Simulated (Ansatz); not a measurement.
Born–Oppenheimer molecular dynamics of BrH (2 atoms, charge 0, multiplicity 1). It starts from a relaxed structure.

Level of theory: RKS PBE/def2-mTZVP (Ansatz 0.2.0).

```yaml
ensemble: NVE (velocity Verlet)
time_step: 1 fs
steps_asked: 250
starting_velocities_drawn_for: 300 K
masses: H 10 u
seed: 151897
```

Frames 2 fs apart, positions in Å, forces in eV/Å.

Velocities at 130.0 fs (Å/ps):

```
Br -0.05 0.02 -0.03
H 0.41 -0.15 0.21
```

```xyz
2
Properties=species:S:1:pos:R:3:forces:R:3 time_fs=130.0 energy_less_start_eV=0.013 T=3
Br -0.617 0.223 -0.312 0.61 -0.22 0.31
H 0.640 -0.231 0.324 -0.61 0.22 -0.31
2
Properties=species:S:1:pos:R:3:forces:R:3 time_fs=132.0 energy_less_start_eV=0.013 T=11
Br -0.617 0.223 -0.312 0.60 -0.22 0.31
H 0.640 -0.231 0.324 -0.60 0.22 -0.31
2
Properties=species:S:1:pos:R:3:forces:R:3 time_fs=134.0 energy_less_start_eV=0.010 T=67
Br -0.617 0.223 -0.312 0.55 -0.20 0.28
H 0.637 -0.230 0.322 -0.55 0.20 -0.28
2
Properties=species:S:1:pos:R:3:forces:R:3 time_fs=136.0 energy_less_start_eV=0.006 T=152
Br -0.616 0.223 -0.311 0.44 -0.16 0.22
H 0.632 -0.228 0.320 -0.44 0.16 -0.22
2
Properties=species:S:1:pos:R:3:forces:R:3 time_fs=138.0 energy_less_start_eV=0.003 T=237
Br -0.615 0.222 -0.311 0.29 -0.10 0.15
H 0.626 -0.226 0.316 -0.29 0.10 -0.15
2
Properties=species:S:1:pos:R:3:forces:R:3 time_fs=140.0 energy_less_start_eV=0.000 T=292
Br -0.614 0.222 -0.311 0.11 -0.04 0.05
H 0.618 -0.223 0.313 -0.11 0.04 -0.05
2
Properties=species:S:1:pos:R:3:forces:R:3 time_fs=142.0 energy_less_start_eV=0.000 T=294
Br -0.613 0.222 -0.310 -0.10 0.03 -0.05
H 0.610 -0.221 0.309 0.10 -0.03 0.05
2
Properties=species:S:1:pos:R:3:forces:R:3 time_fs=144.0 energy_less_start_eV=0.003 T=239
Br -0.612 0.221 -0.310 -0.30 0.11 -0.15
H 0.603 -0.218 0.305 0.30 -0.11 0.15
2
Properties=species:S:1:pos:R:3:forces:R:3 time_fs=146.0 energy_less_start_eV=0.007 T=148
Br -0.611 0.221 -0.309 -0.48 0.17 -0.24
H 0.596 -0.215 0.301 0.48 -0.17 0.24
2
Properties=species:S:1:pos:R:3:forces:R:3 time_fs=148.0 energy_less_start_eV=0.011 T=57
Br -0.611 0.221 -0.309 -0.62 0.22 -0.31
H 0.591 -0.214 0.299 0.62 -0.22 0.31
2
Properties=species:S:1:pos:R:3:forces:R:3 time_fs=150.0 energy_less_start_eV=0.013 T=4
Br -0.611 0.221 -0.309 -0.68 0.25 -0.35
H 0.589 -0.213 0.298 0.68 -0.25 0.35
2
Properties=species:S:1:pos:R:3:forces:R:3 time_fs=152.0 energy_less_start_eV=0.012 T=13
Br -0.611 0.221 -0.309 -0.67 0.24 -0.34
H 0.590 -0.213 0.298 0.67 -0.24 0.34
```

Of the whole run (250 fs, mean temperature of the second half 147 K): The conserved energy stayed within 0.041 meV per atom of its start (net change 0.038 meV per atom), so the integration is sound. The temperature averaged 0.49 of the 300 K drawn at the start: a run that starts near a minimum puts about half its kinetic energy into the potential. A run of 0.25 ps of so small a system gives no equilibrium averages.

The run took 110 s on 1 thread of Intel(R) Xeon(R) Processor @ 2.70GHz, on a shared host, peak memory 0.087 GiB.
